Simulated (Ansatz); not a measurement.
The same ligand exchange along the group B, Al, Ga, In.

Computed with Ansatz on PBE0-D4/def2-TZVP structures; ΔE is electronic, products minus reactants. CCSD(T)/CBS is the MP2 limit (def2-TZVPP, def2-QZVPP) plus CCSD(T) − MP2 in def2-TZVPP, frozen cores. Elements past krypton have def2 core potentials. For Ga, In outer-core shells are correlated without core-valence functions, which leaves a few kJ/mol of doubt a bond. Scalar relativity is left out up to krypton. Each species was taken in one conformer, which may not be the lowest.

```csv
reaction,MP2/CBS(def2) (kcal/mol),HF/CBS(def2) (kcal/mol),CCSD/CBS(def2) (kcal/mol),CCSD(T)/CBS(def2) (kcal/mol)
`BC[SiH2][SiH3]` + `N1[SiH2]P1` → `[SiH3]N1[SiH2]P1` + `BC[SiH3]`,-19.7,-23.4,-18.0,-17.4
`[AlH2][CH2][SiH2][SiH3]` + `N1[SiH2]P1` → `[SiH3]N1[SiH2]P1` + `[AlH2][CH2][SiH3]`,-18.6,-25.7,-17.3,-16.2
`[SiH3][SiH2][CH2][GaH2]` + `N1[SiH2]P1` → `[SiH3]N1[SiH2]P1` + `[SiH3][CH2][GaH2]`,-19.3,-22.4,-17.6,-17.0
`[SiH3][SiH2][CH2][InH2]` + `N1[SiH2]P1` → `[SiH3]N1[SiH2]P1` + `[SiH3][CH2][InH2]`,-17.4,-24.6,-16.3,-15.3
```

Largest T1 diagnostic: 0.015, for `N1[SiH2]P1`.
